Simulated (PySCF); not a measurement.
Simulated outer-valence photoelectron spectrum of `COB[AsH2]`. Theory: EOM-IP-CCSD/aug-cc-pVDZ in PySCF, restricted Hartree–Fock reference, frozen core, non-relativistic, gas phase, PBE0-D3(BJ)/def2-SVP geometry.

Each root has a Gaussian of 0.8 eV full width with its one-hole share as area; cross sections and vibrations are left out, and the highest printed point is 100.

ionisation energy (eV), intensity and a bar:
```
      8.0          0 
      8.2          1 
      8.4          3 #
      8.6         10 ###
      8.8         23 #######
      9.0         37 ###########
      9.2         42 ############
      9.4         33 ##########
      9.6         19 ######
      9.8          8 ##
     10.0          6 ##
     10.2         11 ###
     10.4         24 #######
     10.6         37 ###########
     10.8         41 ############
     11.0         33 ##########
     11.2         21 ######
     11.4         17 #####
     11.6         28 ########
     11.8         50 ###############
     12.0         75 #######################
     12.2         95 #############################
     12.4        100 ##############################
     12.6         82 #########################
     12.8         51 ###############
     13.0         23 #######
     13.2          7 ##
     13.4          2 #
     13.6          1 
     13.8          3 #
     14.0          9 ###
     14.2         21 ######
     14.4         35 ##########
     14.6         41 ############
     14.8         34 ##########
     15.0         20 ######
     15.2         10 ###
     15.4         11 ###
     15.6         24 #######
     15.8         50 ###############
     16.0         74 ######################
     16.2         79 ########################
     16.4         61 ##################
     16.6         33 ##########
     16.8         13 ####
     17.0          4 #
     17.2          1 
     17.4          0
```

Q: Where are the maxima, and how many lines lie under the curve?

A: 5 maxima, at 9.2, 10.8, 12.3, 14.6 and 16.1 eV, from 8 lines. At this width some lines have no maximum of their own.

Q: List the lines with their holes.

A: 
```json
{"E (eV)": "9.17", "leading hole (HF orbital)": "HOMO", "area": "0.96", "Koopmans (eV)": "9.47"}
{"E (eV)": "10.75", "leading hole (HF orbital)": "HOMO-1", "area": "0.95", "Koopmans (eV)": "11.50"}
{"E (eV)": "11.97", "leading hole (HF orbital)": "HOMO-3", "area": "0.94", "Koopmans (eV)": "13.30"}
{"E (eV)": "12.43", "leading hole (HF orbital)": "HOMO-4", "area": "0.95", "Koopmans (eV)": "13.87"}
{"E (eV)": "12.47", "leading hole (HF orbital)": "HOMO-2", "area": "0.94", "Koopmans (eV)": "13.09"}
{"E (eV)": "14.59", "leading hole (HF orbital)": "HOMO-5", "area": "0.93", "Koopmans (eV)": "15.70"}
{"E (eV)": "16.08", "leading hole (HF orbital)": "HOMO-6", "area": "0.94", "Koopmans (eV)": "17.58"}
{"E (eV)": "16.20", "leading hole (HF orbital)": "HOMO-7", "area": "0.94", "Koopmans (eV)": "17.81"}
```

The widest gap, 2.12 eV, lies between 12.47 and 14.59 eV. Only orbitals with −ε under 21 eV, eight at most, were ionised, so the high end of the curve may lack lines.

The values belong to the conformer `[CH3:1][O:2][BH:3][AsH2:4]`: C1–O2–B3–As4 -175°, H–As4–B3–O2 -135°, H–As4–B3–O2 -40°.
